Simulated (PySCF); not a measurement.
Magnetic shielding above rings: a mixed set.

Definitions: NICS(0) = −σiso at the ring centroid; NICS(1) = −σiso and NICS(1)zz = −σzz at ±1 Å along the ring normal z. Level: GIAO PBE0/pcSseg-1 (PySCF, non-relativistic, gas phase) on the GFN2-xTB geometries, one conformer each. Atom numbers follow the mapped SMILES.

Problem. Order these rings by mean NICS(1)zz, lowest (most negative) first (ppm).
A. ring C3–O4–C5–P6–C7 in `[CH2:1]=[CH:2][c:3]1[o:4][cH:5][p:6][c:7]1[Cl:8]`
B. ring C3–C4–Si5–O6–C7–C8 in `[CH:1]#[C:2][C@@H:3]1[CH2:4][SiH2:5][O:6][CH2:7][C@H:8]1[C:9]#[N:10]`
C. ring C4–C7–C9–C10 in `[O:1]=[CH:2][NH:3][C@:4]12[CH:5]=[CH:6][C@@:7]1([SiH3:8])[CH:9]=[CH:10]2`
D. ring C2–S3–C4–C5–C6 in `[CH3:1][c:2]1[s:3][cH:4][cH:5][c:6]1[NH:7][SiH3:8]`
E. ring C2–C3–C4–C5 in `[F:1][C:2]1=[CH:3][CH2:4][CH2:5]1`
F. ring C5–N6–C7–O8–C9 in `[CH:1]#[C:2][SiH2:3][CH2:4][c:5]1[n:6][cH:7][o:8][c:9]1[CH3:10]`
G. ring N6–C7–C8–C9–C10 in `[CH3:1][CH2:2][N:3]([CH3:4])[P-:5][n:6]1[cH:7][cH:8][cH:9][cH:10]1` (charge -1)

Solution. G (-28.2), F (-25.0), D (-23.1), A (-21.4), E (-3.0), C (0.0), B (2.9).

```tsv
SMILES	ring	NICS(0)	NICS(1)	NICS(1)zz	HOMA	rms pucker (Å)	ring atoms with four or more neighbours
CCN(C)[P-]n1cccc1	5-membered ring with N; formal bonds all aromatic	-12.1	-10.2	-28.2	0.96	0.00	0
C#C[SiH2]Cc1ncoc1C	5-membered ring with N and O; formal bonds all aromatic	-10.4	-9.8	-25.0	0.43	0.00	0
Cc1sccc1N[SiH3]	5-membered ring with S; formal bonds all aromatic	-12.8	-10.5	-23.1	0.77	0.00	0
C=Cc1ocpc1Cl	5-membered ring with O and P; formal bonds all aromatic	-10.4	-9.9	-21.4	0.53	0.00	0
FC1=CCC1	4-membered carbocycle; formal bonds 1 double, 3 single	-8.6	-3.0	-3.0	–	0.00	2
O=CN[C@]12C=C[C@@]1([SiH3])C=C2	4-membered carbocycle; formal bonds 1 double, 3 single	-1.2	-1.2	0.0	–	0.01	2
C#C[C@@H]1C[SiH2]OC[C@H]1C#N	6-membered ring with O and Si; formal bonds all single	-3.1	-2.3	2.9	–	0.23	5
```

NICS(0) gives another order. The isotropic NICS(1) gives another order. Over the 4 rings with a HOMA value its correlation coefficient with NICS(1)zz is -0.60. HOMA uses Krygowski's 1993 parameters; it is left out where a ring has a four-coordinate atom, a triple bond, no multiple bond or a kind of bond without parameters. NICS(1) and NICS(1)zz are means over the two faces.
